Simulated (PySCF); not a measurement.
# Where the electron goes

C4F4N2O.
Atom-mapped SMILES: `[N:1]#[C:2][C:3]([F:4])([C:5]#[N:6])[O:7][C:8]([F:9])([F:10])[F:11]`

Structure used (PBE0-D3(BJ)/def2-SVP), in Å, numbered top down from 1:
```
atom  x, y, z in Å
N1     3.2007   -0.3856   -0.2749
C2     2.0952   -0.0989   -0.1086
C3     0.6895    0.3025    0.1231
F4     0.5555    0.7345    1.3958
C5     0.3484    1.4225   -0.7922
N6     0.1287    2.2958   -1.5146
O7    -0.0748   -0.8296   -0.1023
C8    -1.4101   -0.8464    0.2342
F9    -2.0162    0.2783   -0.1154
F10   -1.5660   -1.0185    1.5318
F11   -1.9451   -1.8553   -0.4075
```

Method used: TDDFT wB97X-D/def2-SVPD, vertical, gas phase, core orbitals frozen in the response in PySCF.

Frontier orbitals with the atoms that hold most of them (Löwdin shares over 4%, at most four atoms; ? is withheld):

```tsv
orbital	ε (eV)	atoms
HOMO-3	-13.64	N1 28%, N6 23%, C2 21%, C5 16%
HOMO-2	-13.41	N1 37%, C2 30%, O7 11%, N6 7%
HOMO-1	-13.17	N6 36%, C5 29%, O7 10%, N1 10%
HOMO	-12.98	?
LUMO	-0.29	?
LUMO+1	-0.04	N6 20%, N1 20%, C5 17%, C2 17%
LUMO+2	1.79	C2 27%, C5 22%, C3 10%, O7 8%
```

Give the leading atoms of the HOMO.

N6 (bonded to C) 30%; N1 (bonded to C) 24%; C5 (bonded to C and N) 23%; C2 (bonded to C and N) 19%. By element: nitrogen 55%, carbon 43% or more.

Which atoms hold the LUMO, and with what shares?

N1 (bonded to C) 19%; N6 (bonded to C) 18%; C2 (bonded to C and N) 16%; C5 (bonded to C and N) 15%. By element: nitrogen 37%, carbon 32% or more.

The HOMO–LUMO gap is 12.69 eV. Where does the response calculation put the lowest singlet, and from which orbitals?

S1 is at 7.06 eV (f = 0.0003), 5.63 eV below the gap, made of HOMO→LUMO (60%), HOMO→LUMO+1 (12%). 

Next come S2 at 7.41 eV (f 0.0003), HOMO-1→LUMO (20%), HOMO-3→LUMO (17%), HOMO-2→LUMO (9%); S3 at 7.43 eV (f 0.0001), HOMO→LUMO+1 (36%), HOMO-1→LUMO (24%), HOMO-2→LUMO (14%); S4 at 7.50 eV (f 0.0014), HOMO-1→LUMO+1 (51%), HOMO→LUMO (16%), HOMO-2→LUMO+1 (9%); S5 at 7.79 eV (f 0.0011), HOMO-3→LUMO (23%), HOMO-2→LUMO+1 (18%), HOMO-2→LUMO (18%).

One conformer stands for the species.
